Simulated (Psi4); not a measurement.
silicon monoxide (OSi), singlet, at a GFN2-xTB geometry, atoms displaced at random by about 0.05 Å a coordinate; B3LYP/6-311G** run with Psi4 1.11.

Psi4 was given this input:
```
memory 2 GB

molecule mol {
0 1
  Si    0.011015   -0.115158   -0.616506
  O    -0.008585    0.010209    0.886312
}

set basis 6-311g**
set reference rks

optimize('b3lyp')
print_variables()
```

**Question.** Write the output that Psi4 gives for this input, abridged.

**Answer.** 
```
gradient() will perform analytic gradient computation.

   => Loading Basis Set <=

    Name: 6-311G**
    Role: ORBITAL
    Keyword: BASIS

         ---------------------------------------------------------
                                   SCF
               by Justin Turney, Rob Parrish, Andy Simmonett
                          and Daniel G. A. Smith
                              RKS Reference
         ---------------------------------------------------------

  ==> Geometry <==

    Molecular point group: c2v
    Full point group: C_inf_v

    Geometry (in Angstrom), charge = 0, multiplicity = 1:

       Center              X                  Y                   Z               Mass
    ------------   -----------------  -----------------  -----------------  -----------------
         SI           0.000000000000    -0.000000000000    -0.548600576328    27.976926534650
         O            0.000000000000     0.000000000000     0.959564860822    15.994914619570

  Running in c2v symmetry.

  Rotational constants: A = ************  B =      0.72827  C =      0.72827 [cm^-1]
  Rotational constants: A = ************  B =  21832.92654  C =  21832.92654 [MHz]
  Nuclear repulsion =   39.297974966891111

  Charge       = 0
  Multiplicity = 1
  Electrons    = 22
  Nalpha       = 11
  Nbeta        = 11

  ==> Algorithm <==

  SCF Algorithm Type is DF.
  DIIS enabled.
  MOM disabled.
  Fractional occupation disabled.
  Guess Type is SAD.
  Energy threshold   = 1.00e-08
  Density threshold  = 1.00e-08
  Integral threshold = 1.00e-12

  ==> Primary Basis <==

  Basis Set: 6-311G**
    Blend: 6-311G**
    Number of shells: 20
    Number of basis functions: 44
    Number of Cartesian functions: 46
    Spherical Harmonics?: true
    Max angular momentum: 2

  ==> DFT Potential <==

   => LibXC <=

    Version 7.1.2
    S. Lehtola, C. Steigemann, M. J. T. Oliveira, and M. A. L. Marques,  SoftwareX 7, 1–5 (2018) (10.1016/j.softx.2017.11.002)

   => Composite Functional: B3LYP <=

    B3LYP Hyb-GGA Exchange-Correlation Functional

    P. J. Stephens, F. J. Devlin, C. F. Chabalowski, and M. J. Frisch,  J. Phys. Chem. 98, 11623 (1994) (10.1021/j100096a001)

    Deriv               =              1
    GGA                 =           TRUE
    Meta                =          FALSE

    Exchange Hybrid     =           TRUE
    MP2 Hybrid          =          FALSE

   => Exchange Functionals <=

    0.0800   Slater exchange
    0.7200         Becke 88

   => Exact (HF) Exchange <=

    0.2000               HF

   => Correlation Functionals <=

    0.1900   Vosko, Wilk & Nusair (VWN5_RPA)
    0.8100   Lee, Yang & Parr

   => LibXC Density Thresholds  <==

    XC_HYB_GGA_XC_B3LYP:  1.00E-15

   => Molecular Quadrature <=

    Radial Scheme          =       TREUTLER
    Pruning Scheme         =           NONE
    Nuclear Scheme         =       TREUTLER

    Blocking Scheme        =         OCTREE
    BS radius alpha        =              1
    Pruning alpha          =              1
    Radial Points          =             75
    Spherical Points       =            302
    Total Points           =          43442
    Total Blocks           =            409
    Max Points             =            256
    Max Functions          =             44
    Weights Tolerance      =       1.00E-15

   => Loading Basis Set <=

    Name: (6-311G** AUX)
    Role: JKFIT
    Keyword: DF_BASIS_SCF

  ==> Integral Setup <==

  SCF_SUBTYPE=INCORE selected. In-core MEM_DF algorithm will be used.
  Using in-core AOs.

  ==> MemDFJK: Density-Fitted J/K Matrices <==

    J tasked:                   Yes
    K tasked:                   Yes
    wK tasked:                   No
    Algorithm:                 Core
    Schwarz Cutoff:           1E-12
    Mask sparsity (%):       0.1033
    Fitting Condition:        1E-10

   => Auxiliary Basis Set <=

  Basis Set: (6-311G** AUX)
    Blend: CC-PVTZ-JKFIT
    Number of shells: 62
    Number of basis functions: 200
    Number of Cartesian functions: 241
    Spherical Harmonics?: true
    Max angular momentum: 4

  Minimum eigenvalue in the overlap matrix is 2.2559741969E-02.
  Reciprocal condition number of the overlap matrix is 6.1888918332E-03.
    Using symmetric orthogonalization.

  ==> Pre-Iterations <==

  SCF Guess: Superposition of Atomic Densities via on-the-fly atomic UHF (no occupation information).

   -------------------------
    Irrep   Nso     Nmo
   -------------------------
     A1        22      22
     A2         2       2
     B1        10      10
     B2        10      10
   -------------------------
    Total      44      44
   -------------------------

  ==> Iterations <==

                           Total Energy        Delta E     RMS |[F,P]|

   @DF-RKS iter SAD:  -364.19037056286402   -3.64190e+02   0.00000e+00
   @DF-RKS iter   1:  -364.45263773573413   -2.62267e-01   3.46230e-02 ADIIS/DIIS
   @DF-RKS iter   2:  -361.13325952242434    3.31938e+00   8.69793e-02 ADIIS/DIIS
   @DF-RKS iter   3:  -364.54078159056115   -3.40752e+00   2.92161e-02 ADIIS/DIIS
   @DF-RKS iter   4:  -364.75934368486674   -2.18562e-01   4.61879e-03 ADIIS/DIIS
   @DF-RKS iter   5:  -364.76533372976411   -5.99004e-03   2.14221e-04 ADIIS/DIIS
   @DF-RKS iter   6:  -364.76534931504426   -1.55853e-05   5.45862e-05 DIIS
   @DF-RKS iter   7:  -364.76535028960535   -9.74561e-07   7.24853e-06 DIIS
   @DF-RKS iter   8:  -364.76535030130941   -1.17041e-08   4.60094e-06 DIIS
   @DF-RKS iter   9:  -364.76535030657243   -5.26302e-09   9.86295e-07 DIIS
   @DF-RKS iter  10:  -364.76535030683965   -2.67221e-10   4.25954e-08 DIIS
   @DF-RKS iter  11:  -364.76535030684033   -6.82121e-13   9.15945e-10 DIIS
  Energy and wave function converged.

  ==> Post-Iterations <==

   Electrons on quadrature grid:
      Ntotal   =   21.9999982247 ; deviation = -1.775e-06

    Orbital Energies [Eh]
    ---------------------

    Doubly Occupied:

[...]
    Virtual:

[...]
    Final Occupation by Irrep:
[...]
  @DF-RKS Final Energy:  -364.76535030684033
    Total Energy =                       -364.7653503068403325
  @DF-RKS Final Energy:  -364.76550564138387
    Total Energy =                       -364.7655056413838111
  @DF-RKS Final Energy:  -364.76550969288178
    Total Energy =                       -364.7655096928817215
[...]
                       Andy Simmonett, and Alex Sokolov
         ------------------------------------------------------------

  ==> Geometry <==

    Molecular point group: c2v
    Full point group: C_inf_v

    Geometry (in Angstrom), charge = 0, multiplicity = 1:

       Center              X                  Y                   Z               Mass
    ------------   -----------------  -----------------  -----------------  -----------------
         SI           0.000000000000     0.000000000000    -0.552962849284    27.976926534650
         O           -0.000000000000     0.000000000000     0.967194972825    15.994914619570

  Nuclear repulsion =   38.987956864115148

  ==> Basis Set <==

  Basis Set: 6-311G**
    Blend: 6-311G**
    Number of shells: 20
    Number of basis functions: 44
    Number of Cartesian functions: 46
    Spherical Harmonics?: true
    Max angular momentum: 2

  ==> DFJKGrad: Density-Fitted SCF Gradients <==

    Gradient:                    1
    J tasked:                  Yes
    K tasked:                  Yes
    wK tasked:                  No
    Integrals threads:           1
    Schwarz Cutoff:          1E-12
    Fitting Condition:       1E-10

   => Auxiliary Basis Set <=

  Basis Set: (6-311G** AUX)
    Blend: CC-PVTZ-JKFIT
    Number of shells: 62
    Number of basis functions: 200
    Number of Cartesian functions: 241
    Spherical Harmonics?: true
    Max angular momentum: 4

  ==> DFT Potential <==

   => LibXC <=

    Version 7.1.2
    S. Lehtola, C. Steigemann, M. J. T. Oliveira, and M. A. L. Marques,  SoftwareX 7, 1–5 (2018) (10.1016/j.softx.2017.11.002)

   => Composite Functional: B3LYP <=

    B3LYP Hyb-GGA Exchange-Correlation Functional

    P. J. Stephens, F. J. Devlin, C. F. Chabalowski, and M. J. Frisch,  J. Phys. Chem. 98, 11623 (1994) (10.1021/j100096a001)

    Deriv               =              1
    GGA                 =           TRUE
    Meta                =          FALSE

    Exchange Hybrid     =           TRUE
    MP2 Hybrid          =          FALSE

   => Exchange Functionals <=

    0.0800   Slater exchange
    0.7200         Becke 88

   => Exact (HF) Exchange <=

    0.2000               HF

   => Correlation Functionals <=

    0.1900   Vosko, Wilk & Nusair (VWN5_RPA)
    0.8100   Lee, Yang & Parr

   => LibXC Density Thresholds  <==

    XC_HYB_GGA_XC_B3LYP:  1.00E-15

   => Molecular Quadrature <=

    Radial Scheme          =       TREUTLER
    Pruning Scheme         =           NONE
    Nuclear Scheme         =       TREUTLER

    Blocking Scheme        =         OCTREE
    BS radius alpha        =              1
    Pruning alpha          =              1
    Radial Points          =             75
    Spherical Points       =            302
    Total Points           =          43453
    Total Blocks           =            407
    Max Points             =            256
    Max Functions          =             44
    Weights Tolerance      =       1.00E-15

  -Total Gradient:
     Atom            X                  Y                   Z
    ------   -----------------  -----------------  -----------------
       1        0.000000000000    -0.000000000000     0.000060503553
       2        0.000000000000     0.000000000000    -0.000089190392

    			-----------------------------------------

    			 OPTKING 3.0: for geometry optimizations

    			     By R.A. King, Bethel University

    			        with contributions from

    			    A.V. Copan, J. Cayton, A. Heide

    			-----------------------------------------

	                            ===> Fragment 1 <==

	 Z (Atomic Numbers)          Masses                          Geom
	      14.000000            27.976927          0.00000000  0.00000000 -1.04494834
	       8.000000            15.994915         -0.00000000  0.00000000  1.82773361

	 - Coordinate -           - BOHR/RAD -       - ANG/DEG -
	 R(1,2)           =         2.872682           1.520158

	        --- Internal Coordinate Step in ANG or DEG, aJ/ANG or AJ/DEG ---
	-------------------------------------------------------------------------------
	           Coordinate      Previous         Force          Change          New
	           ----------      --------        ------          ------        ------
	               R(1,2)       1.52016        0.00062        0.00006       1.52022
	-------------------------------------------------------------------------------

	                                 ==> Convergence Check <==

	Measures of convergence in internal coordinates in au.

	Criteria marked as inactive (o), active & met (*), and active & unmet ( ).

	----------------------------------------------------------------------------------------------
	   Step    Total Energy     Delta E     Max Force     RMS Force      Max Disp      RMS Disp
	----------------------------------------------------------------------------------------------
	  Convergence Criteria     1.00e-06 *    3.00e-04 *             o    1.20e-03 *             o
	----------------------------------------------------------------------------------------------
	     3    -364.76550969   -4.05e-06      7.48e-05 *    7.48e-05 o    1.20e-04 *    1.20e-04 o  ~
	----------------------------------------------------------------------------------------------

Next Geometry in Ang
	Fragment 1 (Ang)

	   Si   0.0000000000   0.0000000000  -0.5529947170
	    O  -0.0000000000   0.0000000000   0.9672268406

    Final optimized geometry and variables:
    Molecular point group: c2v
    Full point group: C_inf_v

    Geometry (in Angstrom), charge = 0, multiplicity = 1:

    SI           0.000000000000    -0.000000000000    -0.552962849284
    O            0.000000000000     0.000000000000     0.967194972825

  Variable Map:
  ----------------------------------------------------------------------------
[...]
  Array Variable Map:
  ----------------------------------------------------------------------------
[...]
Optimizer: Optimization complete!
```
